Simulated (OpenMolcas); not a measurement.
Ni2+ with its 6 nearest fluoride ions at 1.978 Å, on the Ga site of K2NaGaF6 (a = 8.246 Å, distance in the model lattice 1.938 Å). The rest of the host is ab initio model potentials to 7.6 Å, with orthogonalisation functions on the cations behind the ligands, and point charges beyond; the distance is set by hand and nothing relaxes, and no local charge compensation is placed. Ligand basis ANO-RCC-VDZP.

| Item | Value |
| --- | --- |
| Program | OpenMolcas |
| Method | SS-CASPT2, IPEA 0.25 Eh, imaginary shift 0.1 Eh (closed shells correlated: 3s 3p and the ligand valence shells) |
| Basis | ANO-RCC-VTZP [6s5p3d2f1g] |
| Scalar Hamiltonian | DKH2, point nucleus |
| Active space | 8 electrons in 5 orbitals (3d) |
| State averaging | 2S+1 = 3 even, 10 roots; 2S+1 = 1 even, 15 roots |
| Spin-orbit coupling | RASSI with atomic mean-field integrals over the reference wave functions |

Q: What is the spin-free ground state (labels of O, the rotations of Oh)?

A: 3A2, 1-fold in its orbital part, 100 % from free-ion F terms; it has the highest spin that d8 allows.

Q: Where is the first state of the same spin?

A: 3T2 at 9580 cm-1 above the ground state.

Q: What are the lowest two levels with spin-orbit coupling?

A: A 3-fold level T2, then a 2-fold level E 9250 cm-1 above it. Their leading multiplicities are 3 (100 %) and 3 (98 %).

Q: What is χT at 300 K, and how does it compare with the textbook value?

A: The lowest level has 2S+1 = 3, for which the spin-only value is χT = S(S+1) / 2 = 1.000 cm3 K/mol (g = 2). The computed 1.317 at 300 K differs by +0.317, through orbital momentum, spin-orbit coupling and any other state in reach.

Roots that are degenerate in the reference are averaged as groups; the widest CASPT2 spread within a group is 56 cm-1 (the 3-fold group of multiplicity 3 near 9580 cm-1 above the lowest state of its run). Shifts and gaps below about the spread of the groups concerned are not significant. Over all roots computed the reference weight is 0.72 to 0.73; a low but even weight reflects the number of correlated electrons. A single d shell leaves out the double-shell effect, which counts most for late 3d ions, where the CASPT2 field can be off either way by tens of per cent. Ligand-to-metal charge-transfer states are missing. These CASPT2 states fit no ligand-field parameters well, so their order and spin gaps are uncertain. For late 3d ions with one d shell CASPT2 can put B and the spin-flip bands somewhat low as well as high. With one d shell and no ligand orbital active, 10Dq can be off by tens of per cent for divalent 3d ions, low with halides held by bare charges and at times high in hosts, and the orbital part of g and χT goes as 1/10Dq. Free-ion shares, where given, are those of the reference states; single-state CASPT2 does not remix them. No measured value stands beside these numbers; the geometry was set by hand and not optimised.
